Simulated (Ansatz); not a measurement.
Reactions of `[SiH3]C1=C(Br)C1`.

Isolated molecules relaxed with PBE0-D4/def2-TZVP in Ansatz; ΔE leaves out vibrations. CBS: MP2 limit from def2 TZ/QZ plus the TZ coupled-cluster correction, frozen cores. This one scheme is used for every species, atoms too. DFT in def2-TZVPP. No spin–orbit coupling; open shells (•) take unrestricted orbitals. Spin–orbit coupling would lower the free atoms: a little for C, Si; clearly for Br. For Br outer-core shells are correlated without core-valence functions, so the limit isn't a true one: a few kJ/mol of doubt a bond, and 10 to 20 or more in all where bonds break to atoms. Scalar relativity is left out up to krypton.

| reaction | CCSD(T)/CBS(def2) (eV) |
| --- | --- |
| `[SiH3]C1=C(Br)C1` → Br• + 3 C• + 5 H• + Si• | 37.54 |
| `[SiH3]C1=C(Br)C1` + H–F → `FC1=C(Br)C1` + SiH₄ | ? |
| `[SiH3]C1=C(Br)C1` + HCl → `[SiH3]C1=C(Cl)C1` + HBr | 0.09 |
| `[SiH3]C1=C(Br)C1` + HCl → `ClC1=C(Br)C1` + SiH₄ | 0.97 |
| `[SiH3]C1=C(Br)C1` + H₂ → `[SiH3]C1=CC1` + HBr | -0.71 |

Question: Fill in the missing values. (An estimate is asked.)

Answer: Ansatz gave: `[SiH3]C1=C(Br)C1` + H–F → `FC1=C(Br)C1` + SiH₄: +1.43 eV.

Largest T1 diagnostic: 0.012, for Si•.
